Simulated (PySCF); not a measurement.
**r2SCAN on P (phosphorus, neutral)**

Configuration: [Ne] 3s1 3p3 3d1, high-spin 6D determinant (an excited configuration). Computed with PySCF 2.14 in aug-cc-pCVTZ-DK with one added diffuse shell each of s, p, d, f type (9s8p6d4f, 91 functions), with the spin-free X2C one-electron Hamiltonian (Gaussian nucleus).

* Total energy: -341.5797 hartree
* One-electron energy: -469.3571 hartree
* Hartree (Coulomb) energy: 150.9655 hartree
* Exchange-correlation energy: -23.1881 hartree
* ⟨S²⟩: 8.7501
* ⟨L²⟩: 6.007
* Sum of ⟨r⟩: 17.70 bohr
* Sum of ⟨r²⟩: 57.69 bohr²
* Traceless quadrupole moment −½Σ⟨3z² − r²⟩ along its main axis: 10.2 e·bohr²
* Langevin diamagnetic susceptibility: -45.7 ×10⁻⁶ cm³/mol

```tsv
shell	electrons	mean orbital energy (hartree)	spread (hartree)	rms radius, mean of both spins (bohr)
1s α	1	-77.23423	0	0.120
1s β	1	-77.20848	0	0.120
2s α	1	-6.76303	0	0.565
2s β	1	-6.74463	0	0.565
2p α	3	-4.87710	0.00132	0.542
2p β	3	-4.84486	0.00172	0.542
3s α	1	-0.75796	0	1.95
3p α	3	-0.40172	0.00398	2.29
3d α	1	-0.02395	0	5.98
```

The outer electron is Rydberg-like, and this basis confines it to a smaller radius and binds it less than a complete one would.

Densities and radii are taken from the X2C orbitals without a picture-change correction, which distorts them close to the nucleus.
